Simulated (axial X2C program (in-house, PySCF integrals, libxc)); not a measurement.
## Bond lengths and stretching modes, held linear, of HfNC⁻

Computed with an in-house all-electron X2C program for linear molecules (integrals from PySCF): two-component X2C with atomic mean-field Coulomb and Gaunt terms, Gaussian nuclei, basis Hf dyall-v3z, N dyall-av3z, C dyall-v3z with contracted cores. Spin-free rows use the one-electron spin-free X2C Hamiltonian.

Masses Hf 179.947, N 14.003, C 12.000 u. States: 2c Ω = 2 (beyond evenly filled blocks: ω = 1/2, ω = 3/2); spin-free M_S = 1, Λ = 0 (beyond evenly filled blocks: π+α, π-α).

HF, 2c: energies above the lowest point

```
r(Hf–N) (Å)  r(N–C) (Å)  E (meV)
     2.0650      1.1485   130.76
     2.0650      1.1780   155.13
     2.0650      1.2074   268.02
     2.1180      1.1485    45.72
     2.1180      1.1780    75.62
     2.1180      1.2074   195.37
     2.1180      1.2369   386.46
     2.1709      1.1485     0.00
     2.1709      1.1780    34.18
     2.1709      1.2074   159.11
     2.2239      1.1780    22.96
     2.2239      1.2369   354.81
```

Task: Fit a quadratic surface with cubic terms in each bond: where is the minimum, and what are the two stretching wavenumbers?

Result: At HF, 2c: bonds 2.236 and 1.151 Å; harmonic stretches 288.3 and 2255.9 cm⁻¹; force constants 1.11, 19.6 and coupling 0.55 mdyn/Å.

The other levels and Hamiltonians give:

| Hamiltonian | level | r(Hf–N) (Å) | r(N–C) (Å) | lower stretch (cm⁻¹) | upper stretch (cm⁻¹) |
| --- | --- | --- | --- | --- | --- |
| 2c | PBE0 | 2.115 | 1.177 | 349.8 | 2064.8 |
| 2c | TPSSh | 2.102 | 1.184 | 360.7 | 1999.1 |
| spin-free | PBE0 | 2.080 | 1.182 | 352.0 | 2008.5 |
| spin-free | HF | 2.223 | 1.153 | 283.5 | 2244.6 |
| spin-free | TPSSh | 2.071 | 1.190 | 362.0 | 1942.4 |
| spin-free | MP2 | 2.155 | 1.187 | 318.7 | 2181.6 |

Each state is one determinant, the lowest of a limited PBE0 search; the stretches come from a fit to these few points and carry an uncertainty of a few per cent. Other orders of the atoms were not compared. Left out for rough or failed fits: MP2 2c. The levels spread by more than a fifth, so the stretches depend strongly on the method. MP2 freezes inner shells (threshold -2 hartree). For an anion the highest level of a functional can be positive, and the basis then holds the extra electron. The molecule was held linear; bending was not examined, so a bent shape may lie lower. Open-shell Ω = 0 determinants with evenly filled partner blocks cannot be reached by this program, so the Ω shown need not be the lowest component. Note: several unpaired electrons, one determinant need not be a pure state.
